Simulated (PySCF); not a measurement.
**Radial density of Tl⁺ (thallium, charge +1)**

B97-3, [Xe] 4f14 5d10 6s1 6p1, high-spin 3P determinant (an excited configuration). All numbers are calculated (PySCF 2.14, scalar relativity through the core potential, in aug-cc-pVQZ-PP with one added diffuse shell each of s, p, d, f, g type with ECP60MDF (8s8p6d4f3g, 117 functions)). This is the valence pseudo-density: the core potential removes the inner electrons and smooths the orbitals near the nucleus.

```json
{"r (bohr)": "0.0369", "4πr²ρ (e/bohr)": "1.653e-05", "4πr²(ρα − ρβ)": "0.0000"}
{"r (bohr)": "0.0620", "4πr²ρ (e/bohr)": "3.377e-05", "4πr²(ρα − ρβ)": "0.0000"}
{"r (bohr)": "0.104", "4πr²ρ (e/bohr)": "0.0001607", "4πr²(ρα − ρβ)": "0.0000"}
{"r (bohr)": "0.175", "4πr²ρ (e/bohr)": "0.001885", "4πr²(ρα − ρβ)": "0.0000"}
{"r (bohr)": "0.295", "4πr²ρ (e/bohr)": "0.05671", "4πr²(ρα − ρβ)": "0.0014"}
{"r (bohr)": "0.496", "4πr²ρ (e/bohr)": "2.534", "4πr²(ρα − ρβ)": "0.0658"}
{"r (bohr)": "0.835", "4πr²ρ (e/bohr)": "18.31", "4πr²(ρα − ρβ)": "0.0911"}
{"r (bohr)": "1.40", "4πr²ρ (e/bohr)": "11.00", "4πr²(ρα − ρβ)": "0.2395"}
{"r (bohr)": "2.36", "4πr²ρ (e/bohr)": "2.201", "4πr²(ρα − ρβ)": "0.9386"}
{"r (bohr)": "3.97", "4πr²ρ (e/bohr)": "0.3135", "4πr²(ρα − ρβ)": "0.2828"}
{"r (bohr)": "6.68", "4πr²ρ (e/bohr)": "0.01007", "4πr²(ρα − ρβ)": "0.0101"}
{"r (bohr)": "11.2", "4πr²ρ (e/bohr)": "2.063e-05", "4πr²(ρα − ρβ)": "0.0000"}
```

Energies and moments cover only the electrons outside the core potential. Spin-orbit coupling, absent here, splits the open shell strongly.
